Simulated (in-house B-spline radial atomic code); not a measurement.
Results of a calculation; reference values are marked as such.
In ion on Al atom: potential, deflection and energy transfer

The pair potential comes from two frozen, spherical free-atom densities (PBE, B-spline radial code, scalar-relativistic past argon): electrostatics plus the change in Thomas-Fermi kinetic and Dirac exchange energy where they overlap, the recipe behind the universal ZBL potential, which averages such potentials (from solid-state densities) over many pairs. It is written V = (Z1 Z2 e²/r) φ(r/a), with e² = 14.3996 eV·Å and a = 0.46850 Å/(Z1^0.23 + Z2^0.23); ZBL's fit is φ = 0.18175 e^(−3.1998x) + 0.50986 e^(−0.94229x) + 0.28022 e^(−0.4029x) + 0.02817 e^(−0.20162x). Where φ falls below 4e-4 it is continued as an exponential.

Masses 114.82 and 26.98 u.

```csv
x = r/a,"φ, this pair","φ, ZBL"
0.1,0.8872,0.8928
0.25,0.7646,0.7647
0.5,0.6134,0.6096
1,0.4217,0.4164
1.5,0.3045,0.2995
2,0.2273,0.2218
3,0.1356,0.1292
4,0.0844,0.08026
5,0.05464,0.05224
6.5,0.03064,0.02914
8,0.0177,0.01705
10,0.008862,0.008778
12,0.004814,0.00474
14.5,0.002447,0.002328
17,0.001271,0.001212
20,0.0005582,0.0005882
```

**Question.** At x = 3 the electrostatic, kinetic and exchange parts are 1104.84, 2825.68 and -169.51 eV. Find r, V and φ.

**Answer.** a = 0.46850/(2.4476 + 1.8039) = 0.11020 Å, so r = 0.33059 Å. V = 1104.84 + 2825.68 + (-169.51) = 3761.01 eV. The bare repulsion is 49 × 13 × 14.3996/0.33059 = 27746 eV, so φ = 0.1356, +4.9 % against ZBL's 0.1292. The kinetic (Pauli) term is 75 % of V here.

**Question.** The ion comes in at 4.375 keV with impact parameter 0.0551 Å. The scattering integral gives a centre-of-mass angle of 164.7° and a closest approach of 5.162 a. What are the reduced energy, the energy passed on and the laboratory angles?

**Answer.** ε = E a M2/(Z1 Z2 e² (M1 + M2)) = 4375 × 2.2858e-06 = 0.01. The most that one collision can pass on is γE with γ = 4 M1 M2/(M1 + M2)² = 0.6163. Here T = γE sin²(θ/2) = 0.6163 × 4375 × 0.9823 = 2648 eV. The ion turns by arctan(sin θ/(cos θ + M1/M2)) = 4.6°, and the struck atom leaves at (180° − θ)/2 = 7.7°. The closest approach is 0.569 Å. With ZBL the angle would be 164.45° and T = 2647 eV.
